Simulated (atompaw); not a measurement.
**An all-electron radial function and its pseudo partner (technetium (Tc))**

Columns: radius, all-electron u(r) and pseudo u(r) of the 4p shell (level -49.07 eV) of technetium in the configuration [Ar] 3d10 4s2 4p6 4d5 5s1.5 5p0; LDA (PW92), scalar-relativistic, PAW (atompaw) scheme, atompaw 4.2.0.5.

| r (bohr) | all-electron | pseudo |
| --- | --- | --- |
| 0.090 | 0.3436 | 0.0110 |
| 0.181 | -0.1647 | 0.0439 |
| 0.271 | -0.5319 | 0.0959 |
| 0.362 | -0.4936 | 0.1649 |
| 0.452 | -0.2104 | 0.2454 |
| 0.542 | 0.1464 | 0.3332 |
| 0.633 | 0.4789 | 0.4241 |
| 0.723 | 0.7355 | 0.5112 |
| 0.813 | 0.9101 | 0.5905 |
| 0.904 | 1.0106 | 0.6587 |
| 0.994 | 1.0487 | 0.7110 |
| 1.085 | 1.0409 | 0.7463 |
| 1.175 | 1.0013 | 0.7629 |
| 1.265 | 0.9412 | 0.7614 |
| 1.356 | 0.8686 | 0.7429 |
| 1.446 | 0.7915 | 0.7099 |
| 1.537 | 0.7127 | 0.6648 |
| 1.627 | 0.6369 | 0.6119 |
| 1.717 | 0.5653 | 0.5543 |
| 1.808 | 0.4983 | 0.4946 |
| 1.898 | 0.4376 | 0.4369 |
| 1.988 | 0.3829 | 0.3829 |
| 2.079 | 0.3334 | 0.3334 |
| 2.169 | 0.2899 | 0.2899 |
| 2.260 | 0.2510 | 0.2510 |
| 2.350 | 0.2172 | 0.2172 |

Task: How many radial nodes do the two functions have?

Result: The all-electron 4p function has n − l − 1 = 2; the pseudo-wave has 0, since the states of the same l below it are removed with the core.

Task: At about which radius was the pseudo-wave matched?

Result: 2.15 bohr. The columns agree to 0.0005 from 1.99 bohr on; several derivatives are matched, so the curves merge somewhat inside the radius.

Task: Is the pseudo-wave norm-conserving?

Result: No, it belongs to a PAW set: the norm inside the radius is not constrained, and the difference is carried by the augmentation charge.
